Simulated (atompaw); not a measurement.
**Plane-wave convergence, PAW (atompaw) potential for aluminium**

atompaw 4.2.0.5 input, output lines left out:

```
Al 13
LDA-PW scalarrelativistic loggrid 1500 logderivrange -3 5 201
3 3 0 0 0 0
3 1 1
0 0 0
c
c
v
c
v
2
2.60 2.40 2.00 1.55
y
-0.2
n
y
1.6
n
y
0.45
y
0.85
n
bloechl sinc
3 1 troulliermartins
```

The pseudo-atom Hamiltonian at the reference potential is diagonalised in spherical Bessel functions j_l(qr) that vanish at 20 bohr, with q² up to the cutoff. All-electron valence levels (Ry): 3s -0.5755, 3p -0.2046.

How do the lowest levels (Ry) of each channel move with the cutoff, and are there ghosts?

```
cutoff (Ry)     s #1     s #2     p #1    p #2    d #1    f #1  Σ f·Δε (mRy)
          8  -0.5743  -0.0223  -0.2011  0.0270  0.0467  0.1040           5.9
         10  -0.5745  -0.0223  -0.2024  0.0269  0.0467  0.1040           4.1
         12  -0.5748  -0.0224  -0.2034  0.0268  0.0466  0.1040           2.6
         18  -0.5753  -0.0225  -0.2045  0.0267  0.0466  0.1040           0.5
         21  -0.5754  -0.0225  -0.2046  0.0267  0.0466  0.1040           0.3
         25  -0.5754  -0.0227  -0.2046  0.0267  0.0466  0.1040           0.3
        400  -0.5755  -0.2857  -0.2046  0.0266  0.0466  0.1040           0.0
```

Result: no extra level below or beside the all-electron valence levels (s, p, d, f tested); 10 mRy is reached at 6 Ry and 1 mRy at 18 Ry.
